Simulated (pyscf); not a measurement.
Single points on ωB97X-D3(BJ)/def2-SVP structures (PySCF, gas phase). MP2 and CC: frozen core, UHF for open shells. ΔMP2 is the change of the MP2 total energy from the triple- to the quadruple-zeta basis.

How much does it cost (ΔH, 298 K, CCSD(T)/def2-TZVPP + ΔMP2(QZVPP)) to split H₂B–GeH₃ (SMILES [BH2][GeH3]) at its B–Ge bond into BH₂• + GeH₃•?

B–Ge to BH₂• + GeH₃•: 3.56 eV. The radicals are drawn with the spin at the cut bond; how far it spreads was not checked. The CCSD(T) − MP2 part came from Ansatz, without density fitting, on the same reference. The frozen core leaves the outer d or s,p core shells of the metals and heavy elements correlated in the MP2 and CC values, and def2-TZVPP describes them poorly, which can shift differences by a few kcal/mol. Elements up to Kr have no core potential and no relativistic terms here.
